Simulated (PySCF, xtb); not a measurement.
C4H12Si, SMILES [Si](C)(C)(C)C.

GFN2-xTB (xtb) at its own geometry gives an orbital gap of 7.31 eV and a dipole moment of 0.00 D.

Coordinates come from a PBE0-D3(BJ)/def2-SVP optimisation. The isomer is the one that the SMILES or the coordinates give; other isomers of the formula were not compared.

### Question
What does PySCF with ωB97X/def2-TZVP give? (An estimate is asked for; the answer gives what the named calculation found.)

### Answer
gap 13.44 eV (levels -10.72 and 2.72 eV), dipole 0.00 D.
